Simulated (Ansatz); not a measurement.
B6Pt⁺. The state is a doublet with charge 1. Geometry r2SCAN-D4/def2-SVP, basis def2-TZVP, Ansatz.

Cartesian coordinates in Å:
```
Pt 1.873 0.484 0.559
B -0.699 0.511 -1.184
B -0.049 1.263 0.103
B -1.054 -0.912 -1.741
B 0.202 -0.748 1.005
B 0.195 0.746 1.610
B -0.467 -1.345 -0.352
```

| run | HOMO (eV) | LUMO (eV) |
| --- | --- | --- |
| A | -10.95 | -9.79 |
| B | -11.85 | -9.23 |
| C | -11.03 | -10.10 |
| D | -13.66 | -7.15 |

In the def2 sets Pt takes a core potential; there is no spin–orbit coupling. No other spin state of charge 1 was run. Another isomer (doublet) lies 1.86 eV lower at PBE0-D4/def2-TZVP; other spin states weren't run for this one.

HOMO and LUMO are taken over both spins.

The runs used B97M-V, PBE, PBE0, ωB97X-V. Estimate which is which.

A B97M-V (0 % exact exchange); B PBE0 (25 % exact exchange); C PBE (0 % exact exchange); D ωB97X-V (range-separated). Exact exchange lowers occupied and raises empty levels; among semilocal functionals meta-GGAs tend to open the gap a little, and such runs are hard to tell apart. The gap grows from 0.93 eV (PBE) to 6.51 eV (ωB97X-V). At B97M-V/def2-TZVP, PBE0-D4/def2-TZVP, PBE-D4/def2-TZVP, ωB97X-V/def2-TZVP the charge 1 doublet is spin-contaminated (final ⟨S²⟩ up to 0.99, 0.75 for a pure state).
